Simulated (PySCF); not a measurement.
**Nitrogen: a sound run and one with changed settings**

Sound run: N⁺ [He] 2s2 2p2, N²⁺ [He] 2s2 2p1. All numbers are calculated (PySCF 2.14, scalar relativity by spin-free X2C-1e, in x2c-SVPall). In the sound run the correlated levels freeze 1s2. The sound run starts from symmetry-adapted Hartree-Fock orbitals and uses a fine grid where one is needed.

Changed run: basis STO-3G, all-electron and non-relativistic. This setting is unsound on purpose.

| species | method | sound run (hartree) | changed run (hartree) | converged |
| --- | --- | --- | --- | --- |
| N⁺ | UHF | -53.84987 | -53.24264 | yes |
| N⁺ | PBE | -53.95576 | -53.32088 | yes |
| N⁺ | LDA | -53.54386 | -52.91058 | yes |
| N⁺ | MP2 | -53.90413 | -53.25331 | yes |
| N⁺ | CCSD(T) | -53.92629 | -53.26332 | yes |
| N²⁺ | UHF | -52.77125 | -52.12682 | yes |
| N²⁺ | PBE | -52.85120 | -52.18228 | yes |
| N²⁺ | LDA | -52.43432 | -51.77311 | yes |
| N²⁺ | MP2 | -52.81797 | -52.14900 | yes |
| N²⁺ | CCSD(T) | -52.84755 | -52.16878 | yes |

Ionisation energy of N⁺:

```tsv
method	sound run (eV)	changed run (eV)
UHF	29.351	30.363
PBE	30.057	30.983
LDA	30.192	30.952
MP2	29.556	30.050
SCS-MP2	29.446	29.987
CCSD	29.349	29.784
CCSD(T)	29.354	29.784
```

A minimal basis cannot let orbitals breathe on ionisation and holds almost no correlation. The Hamiltonian changed with the basis, so the totals do not compare.

For comparison, NIST gives 29.601 eV between the lowest levels.
